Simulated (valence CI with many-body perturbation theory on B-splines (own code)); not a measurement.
## From CI to CI+MBPT in W IV

Level of theory: configuration interaction combined with many-body perturbation theory (CI+MBPT): three valence electrons over a frozen Dirac-Fock core [Xe] 4f14, a basis of 9 s, 9 p, 10 d, 8 f, 5 g, 3 h, 1 i functions for each j, with the one-electron correlation potential Σ1, the two-electron term Σ2, the three-electron term Σ3, Breit, model QED; selected CI, second order for the rest, scaled by the run's own slope (own B-spline code, finite nucleus).

Against 58 measured levels this calculation errs by 1248 cm⁻¹ on average and by 2882 at most. These come from a selection out of J. Phys. B 45, 035001 (2012). Levels without a partner in it may be off by more, other configurations by 1,000 to 8,000 cm⁻¹. 6 measured levels below the end of the list, from 46088 cm⁻¹ on, found no clear computed partner, and computed levels of the same name lie up to 1334 cm⁻¹ from them.

Each rung adds one term. CI alone is the Dirac-Coulomb CI over the frozen core; QED comes last and gives the full result, which names the levels. Energies are above 5d3 4F_3/2 on the same rung, in cm⁻¹. A blank means that the level has no clear partner on that rung.

Names give the largest LS component (configuration and term), which can be under half, so a name can repeat, a term be missing and a line seem to break the LS rules; names also repeat where a configuration has a term twice. Letters in brackets count levels of one name in rising energy.

```
         Level  CI alone     Σ1     Σ2    Σ3  Breit   QED   Full
    5d3 4F_5/2      2893   +526   +111  +6.7    -91   +13   3459
    5d3 4F_7/2      5670   +884   +239  +5.7   -148   +22   6672
    5d3 4F_9/2      8025  +1048   +329   -10   -166   +26   9252
5d3 4P_3/2 [a]      9590   +520   +508  +122    -36   +17  10720
    5d3 4P_1/2     11058   +710   +394  +132    -67   +20  12247
    5d3 2G_7/2     13984  +1169   +492   -61   -153   +30  15461
    5d3 2H_9/2     15109  +1193   +149   -11   -163   +27  16304
    5d3 4P_5/2     16155  +1208   +371  -4.4   -169   +30  17590
    5d3 2P_1/2     16438  +1505   +874  +187   -184   +49  18868
5d3 4P_3/2 [b]     16788  +1415   +922  -8.9   -174   +41  18984
   5d3 2H_11/2     20951  +1556    +22  +4.6   -214   +35  22354
5d3 2D_5/2 [a]     20270  +1851  +1470   -56   -208   +56  23382
    5d3 2G_9/2     21914  +2041   +543   -28   -292   +53  24231
    5d3 2P_3/2     21722  +2290  +1801  +137   -283   +74  25740
    5d3 2F_5/2     25875  +1949   +900  +107   -130   +57  28757
    5d3 2F_7/2     26760  +1830   +602  +106   -175   +51  29173
 5d2.6s 4F_3/2     25914  +3007  +4688  +163   +142  +265  34178
 5d2.6s 4F_5/2     28427  +3078  +4549  +152    +92  +265  36562
 5d2.6s 4F_7/2     31346  +3734  +4926  +167    +14  +288  40475
5d3 2D_5/2 [b]                           +47   -186   +75  44636
 5d2.6s 4F_9/2     34918  +4227  +5136  +162    -60  +302  44686
    5d3 2D_3/2     41624  +2131  +1470   +16   -190   +55  45104
 5d2.6s 4P_1/2     38795  +3487  +4710  +168    +99  +278  47537
 5d2.6s 2F_5/2                           +66    +53  +249  47882
 5d2.6s 4P_3/2     40537  +3822  +4807  +159    +39  +287  49651
 5d2.6s 4P_5/2                   +4563   +73   -9.4  +255  51104
 5d2.6s 2D_3/2     44011  +4026  +5496   +46   +5.3  +279  53864
 5d2.6s 2F_7/2     45148  +3969  +5128   +38    -22  +259  54520
 5d2.6s 2D_5/2     47996  +4560  +5546   +57   -107  +297  58348
 5d2.6s 2G_9/2     49500  +4281  +4804   +67    -31  +287  58909
 5d2.6s 2G_7/2     50405  +4477  +5000   +65    -76  +289  60161
```

The middle columns are the shifts that each term adds.

(1) How does the ionisation energy move along the ladder, and which term matters most?

Results:

(1) CI alone 36.003, + Σ1 37.304, + Σ2 37.931, + Σ3 37.929, + Breit 37.931, + QED 37.938 eV. The largest step is Σ1, 1.301 eV. NIST lists 38.2 ± 0.4 eV (semi-empirical).
